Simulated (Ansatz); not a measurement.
C2H2ClNZn (`[Cl][Zn][N]1C=C1`). Charge 0, multiplicity 1. All single points use the PBE0-D4/def2-TZVP geometry. It is one conformer, not always the lowest.

```xyz
7

Cl   -3.380   -0.250    1.766
Zn   -1.583   -0.042    0.678
N    -0.237    0.323   -0.551
C     1.195    0.592   -0.194
C     0.983   -0.525   -0.758
H     1.781    1.376    0.248
H     1.240   -1.474   -1.189
```

Task: What is the dipole moment at r2SCAN/def2-TZVPP? (Estimate.)

Result: The calculation gave: 3.80 D, with components (3.71, -0.32, -0.75) D in this frame, pointing from negative to positive charge.

Task: And with PBE, B3LYP, ωB97M-V? (Estimate.)

Result: Computed: PBE 3.77 D, B3LYP 3.68 D, ωB97M-V 3.40 D.

Task: Give the Mulliken charges with r2SCAN, B3LYP, ωB97M-V in def2-TZVPP. (Estimate.)

Result: Ansatz gave: 
```
atom  r2SCAN  B3LYP  ωB97M-V
 Cl1   -0.35  -0.34    -0.33
 Zn2    0.41   0.41     0.44
  N3   -0.34  -0.36    -0.39
  C4   -0.05  -0.07    -0.07
  C5   -0.05  -0.07    -0.07
  H6    0.19   0.22     0.21
  H7    0.19   0.22     0.21
```

B3LYP here is the variant with VWN-RPA as its local correlation; programs differ in this.
